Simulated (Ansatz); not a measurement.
System: MoCl (charge 0, quartet). The spin state was set by rule; other spins were not relaxed. SMILES: [Cl][Mo]
Geometry: optimised at B3LYP-D3(BJ)/def2-TZVP (Ansatz, a quantum-chemistry and plane-wave program).

Wanted: atomisation energy (electronic, to ground-state atoms), in kJ/mol. Correlated levels leave the core frozen unless marked. Open shells are spin-unrestricted. Spin-orbit coupling is left out. The frozen core is the preceding noble-gas configuration, with the filled d and f shells of earlier blocks. Past Kr the def2 sets carry scalar-relativistic core potentials. The coupled-cluster limit lacks core correlation, which all-electron functionals hold. Basis-set limits of correlation are two-point, X^-3; Hartree-Fock from the larger set. [CCSD(T)-MP2]/basis is that difference in the basis named. The program attaches cautions to a run behind CCSD/def2-TZVPPD: other amplitudes. The program attaches cautions to a run behind RI-MP2/CBS(def2-TZVPPD,def2-QZVPPD)+[CCSD(T)-MP2]/def2-QZVPPD: other amplitudes.

The UHF reference is spin-contaminated (<S^2> 1.01 over the pure value in the largest basis). The T1 diagnostic of CCSD in the largest basis is 0.111, which is high, so the coupled-cluster rows are less sure than usual.

```tsv
level	program	atomisation energy (kJ/mol)
r2SCAN/def2-TZVPD	Ansatz	244.4
PBE0-D4/def2-TZVP	Ansatz + dftd4	…
r2SCANh/def2-TZVPD	Ansatz	235.8
wB97M-V/def2-TZVPD	Ansatz	…
CCSD/def2-TZVPPD	Ansatz	233.3
RI-MP2/CBS(def2-TZVPPD,def2-QZVPPD)+[CCSD(T)-MP2]/def2-QZVPPD	Ansatz	404.7
```

Question: Some entries are withheld; supply them.

Answer: 
- PBE0-D4/def2-TZVP, atomisation energy (kJ/mol): 246.4
- wB97M-V/def2-TZVPD, atomisation energy (kJ/mol): 262.9
